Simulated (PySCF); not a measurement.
# Two-photon absorption: SMILES N#Cc1ccc(F)cc1, C₇H₄FN

Geometry:
```csv
atom,x (Å),y (Å),z (Å)
N1,3.591,-0.799,-0.221
C2,2.466,-0.567,-0.062
C3,1.078,-0.280,0.135
C4,0.152,-1.326,0.269
C5,-1.195,-1.048,0.461
C6,-1.607,0.280,0.517
F7,-2.893,0.550,0.700
C8,-0.709,1.334,0.386
C9,0.637,1.051,0.195
H10,0.496,-2.360,0.221
H11,-1.934,-1.843,0.567
H12,-1.076,2.361,0.436
H13,1.358,1.863,0.090
```

Computed, not measured: TDDFT CAM-B3LYP/aug-cc-pVDZ excited states, vertical, gas phase in PySCF. Geometry: PBE0-D3(BJ)/def2-SVP.

Problem. Give the one- and two-photon strengths of the lowest singlets.

Solution. δ for parallel linear polarisation; σ at the peak of a Lorentzian of half width 0.1 eV, single beam; Ω is circular over linear.
| state | E (eV) | f | photon λ (nm) | δ (au) | σ (GM) | Ω | main |
| --- | --- | --- | --- | --- | --- | --- | --- |
| S1 | 5.22 | 0.001 | 475 | 8.02 | 0.08 | 1.50 | HOMO→LUMO+1 0.58, HOMO−1→LUMO 0.40 |
| S2 | 5.63 | 0.213 | 440 | 24.5 | 0.28 | 0.99 | HOMO→LUMO 0.85, HOMO−1→LUMO+1 0.11 |
| S3 | 6.64 | 0.412 | 373 | 0.17 | 0.00 | 1.50 | HOMO−1→LUMO 0.58, HOMO→LUMO+1 0.39 |
| S4 | 6.71 | 0.000 | 369 | <0.1 | 0.00 | – | HOMO−2→LUMO 0.79 |
| S5 | 6.73 | 0.002 | 368 | 1.23 | 0.02 | 1.50 | HOMO→LUMO+2 0.89 |
| S6 | 6.81 | 0.585 | 364 | 1.64 | 0.03 | 0.83 | HOMO−1→LUMO+1 0.81, HOMO→LUMO 0.09 |

Among these, the strongest one-photon state is S6, the strongest two-photon state S2, with a dipole change of 0.6 D (relaxed, norm of the difference vector).
